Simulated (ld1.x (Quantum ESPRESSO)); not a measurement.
F (Z = 9), TM: configuration errors across variants

```
Element                 : fluorine (F)
Generator               : ld1.x (Quantum ESPRESSO) 7.5
Type                    : norm-conserving Troullier–Martins (Kleinman–Bylander form)
Functional              : Wu–Cohen
Relativity              : non-relativistic
Frozen core             : [He]
Valence charge          : 7
Reference configuration : 2s2 2p5
Partial waves           : 2s (bound): rc 0.85 bohr; 3d channel at 0.35 Ry: rc 1.55 bohr; 2p (bound): rc 1.60 bohr
Local potential         : the p channel
Core correction         : Bessel-smoothed model core inside 0.55 bohr
```

All-electron excitation energies from the reference (eV): (1) 2s2 2p4 19.385; (2) 2s2 2p3 57.773; (3) 2s2 2p2 118.413; (4) 2s1 2p6 18.593; (5) 2s1 2p5 38.256; (6) 2s2 2p4.5 7.539; (7) 2s2 2p1 204.201.

2 further variants failed, have other tests or another functional or relativity, and are left out.

Errors AE − PS in meV (a dash: test not solved or not reliable):

| change | (1) | (2) | (3) | (4) | (5) | (6) | (7) | bound ghosts |
| --- | --- | --- | --- | --- | --- | --- | --- | --- |
| base | -7.8 | +162 | +1055 | +9.1 | -160 | -5.3 | +3515 | none |
| wave 2s (bound): rc 0.85 bohr becomes 2s (bound): rc 1.10 bohr | -3.6 | +191 | +1152 | +4.6 | -179 | -4.6 | +3759 | none |
| wave 3d channel at 0.35 Ry: rc 1.55 bohr becomes 3d channel at 0.35 Ry: rc 2.28 bohr | -7.8 | +162 | +1055 | +9.1 | -160 | -5.3 | +3515 | none |
| local potential the s channel | +38 | +345 | +1401 | +9.6 | -103 | +5.5 | +3941 | none |

Question: Give the same row for: core correction Bessel-smoothed model core inside 0.50 bohr.

Answer: -7.6, +164, +1059, +8.7, -161, -5.3, +3524; bound ghosts: none.
